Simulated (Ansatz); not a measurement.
`BC(=C)Br` → B• + Br• + 2 C• + 4 H•  (atomization)

Program: Ansatz. Geometries: PBE0-D4/def2-TZVP. ΔE: electronic, gas phase. CCSD(T)/CBS adds triple-zeta CCSD(T) − MP2 to the extrapolated MP2 energy (def2 sets, frozen cores). This one scheme is used for every species, atoms too. DFT in def2-TZVPP. Open shells (•) are unrestricted, without spin–orbit coupling. Spin–orbit coupling would lower the free atoms: a little for B, C; clearly for Br. For Br outer-core shells are correlated without core-valence functions, so the limit isn't a true one: a few kJ/mol of doubt a bond, and 10 to 20 or more in all where bonds break to atoms. Scalar relativity is left out up to krypton.

```csv
level,ΔE (kJ/mol)
LDA (SPW92),3386.0
ωB97M-V,2967.1
B2PLYP,2941.5
SCS-MP2/def2-QZVPP,2966.1
```

(1) What does CCSD(T)/CBS give? (An estimate is asked.)

Largest T1 diagnostic among the species: 0.014.

## Answers

(1) The calculation gave: +2955.6 kJ/mol. The listed levels differ from it by 430.4, 11.5, -14.1, 10.5 kJ/mol.

From BLYP to BHLYP (50 % exact exchange), in def2-TZVPP and without D4, ΔE moves by −59.0 kJ/mol: exact exchange takes away binding that semilocal exchange gives to molecules. In def2-TZVPP, CCSD(T) changes the Hartree–Fock value by +659.1 kJ/mol (the triples alone add +48.7 kJ/mol) and MP2 by +719.8 kJ/mol; breaking electron pairs costs correlation energy, which Hartree–Fock lacks. At CCSD(T), def2-SVP lies −129.4 kJ/mol from the extrapolated value and def2-TZVPP −68.9 kJ/mol: correlation converges slowly with the basis, and small sets miss more of it in the bonded molecule than in its fragments.

For atomizations the MP2-based limit and the directly extrapolated one differ by several kJ/mol either way, and by 10 to 25 for some Ge, Se and Sn compounds, so smaller differences from it don't rank the levels.
